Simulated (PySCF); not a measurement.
Spectrum to structure. Theory: PySCF 2.14.0, density-fitted response routines, TDDFT CAM-B3LYP/def2-SVPD, vertical, gas phase, core orbitals frozen in the response. Geometries: GFN2-xTB, one conformer each.

```json
{"state": "S1", "ν̃ (cm⁻¹)": "50750", "f": "0.0035", "main configurations (H = HOMO, L = LUMO)": "H→L (92%)"}
{"state": "S2", "ν̃ (cm⁻¹)": "56050", "f": "0.016", "main configurations (H = HOMO, L = LUMO)": "H-1→L (78%), H-2→L (15%)"}
{"state": "S3", "ν̃ (cm⁻¹)": "60440", "f": "0.231", "main configurations (H = HOMO, L = LUMO)": "H-2→L (62%), H-3→L (22%)"}
{"state": "S4", "ν̃ (cm⁻¹)": "60770", "f": "0.117", "main configurations (H = HOMO, L = LUMO)": "H-3→L (70%), H-2→L (15%), H-1→L (11%)"}
{"state": "S5", "ν̃ (cm⁻¹)": "62490", "f": "0.036", "main configurations (H = HOMO, L = LUMO)": "H-4→L (85%)"}
{"state": "S6", "ν̃ (cm⁻¹)": "68400", "f": "0.0056", "main configurations (H = HOMO, L = LUMO)": "H→L+1 (62%)"}
{"state": "S7", "ν̃ (cm⁻¹)": "69260", "f": "0.048", "main configurations (H = HOMO, L = LUMO)": "H-6→L (43%), H→L+1 (14%), H→L+2 (10%)"}
{"state": "S8", "ν̃ (cm⁻¹)": "69890", "f": "0.121", "main configurations (H = HOMO, L = LUMO)": "H→L+2 (45%), H-6→L (14%)"}
```

Orbital energies (eV): HOMO-3 -11.27, HOMO-2 -10.86, HOMO-1 -10.62, HOMO -10.23, LUMO -0.44, LUMO+1 1.05, LUMO+2 1.32.

Task: Which structure fits?
A. `C=C(F)/C(F)=C\OC`
B. `FC1=C[C@H](F)COC1`
C. `C(=C)/C=C/OC(F)F`
D. `C=CS(=O)(=O)CC(F)F`

Result: D. Its S1 lies at 6.29 eV; the nearest of the others has S1 at 5.84 eV. S1 is HOMO→LUMO (92%). Löwdin shares by element: HOMO oxygen 51%, carbon 24% or more (atoms not listed hold the other 24%); LUMO carbon 64% or more, sulfur 9%, hydrogen 6% or more (atoms not listed hold the other 21%). At the same level the other candidates give, for their lowest levels:
- `C=C/C=C/OC(F)F`: 5.84 eV (f 0.728); 6.66 eV (f 0.001); 6.73 eV (f 0.013); 7.13 eV (f 0.004); 7.31 eV (f 0.042); T1 3.27 eV; HOMO -8.10, LUMO 0.14 eV
- `C=C(F)/C(F)=C\OC`: 5.24 eV (f 0.702); 6.04 eV (f 0.005); 6.41 eV (f 0.000); 6.89 eV (f 0.033); 6.92 eV (f 0.045); T1 2.92 eV; HOMO -7.60, LUMO 0.07 eV
- `FC1=C[C@H](F)COC1`: 6.94 eV (f 0.095); 7.25 eV (f 0.161); 7.45 eV (f 0.056); 7.62 eV (f 0.005); 7.71 eV (f 0.007); T1 4.41 eV; HOMO -9.07, LUMO 0.89 eV

Shape of the structure used: `[CH2:1]=[CH:2][S:3](=[O:4])(=[O:5])[CH2:6][CH:7]([F:8])[F:9]`: C1–C2–S3–O4 -142°, C2–S3–C6–C7 79°, S3–C6–C7–F8 -67°.
Triplets come from the Tamm–Dancoff approximation.
